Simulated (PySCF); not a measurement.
## How methods differ on the excitation energy of Pb⁺

Pb⁺ [Xe] 4f14 5d10 6s2 6p1 (2P) → Pb⁺ [Xe] 4f14 5d10 6s1 6p1 6d1 (high-spin determinant), as a difference of total energies. Calculation: PySCF 2.14, in aug-cc-pVTZ-PP with one added diffuse shell each of d, f type with ECP60MDF (6s5p5d3f, 67 functions); scalar relativity through the core potential. Correlated levels: valence: 5s2 5p6 5d10 frozen. The calculations carry no spin-orbit coupling.

| method | excitation energy (cm⁻¹) |
| --- | --- |
| UHF | 117900 |
| MP2 (valence) | 122230 |
| SCS-MP2 (valence) | 124100 |
| CCSD (valence) | 122060 |
| CCSD(T) (valence) | 121530 |

The upper state lies above the first ionisation limit, but in LS coupling its spin forbids autoionisation to the ground ion; at this Z spin-orbit coupling breaks that rule.

The promoted electron is Rydberg-like, and one or two diffuse shells describe it only roughly, which tends to raise the upper state.

The coupled-cluster amplitudes are large for the upper state (T1 above 0.03 or a double amplitude above 0.15), so a single reference is strained.

The determinant of the upper state mixes LS terms, which raises its energy above the lowest term, most at the Hartree-Fock and MP2 levels.
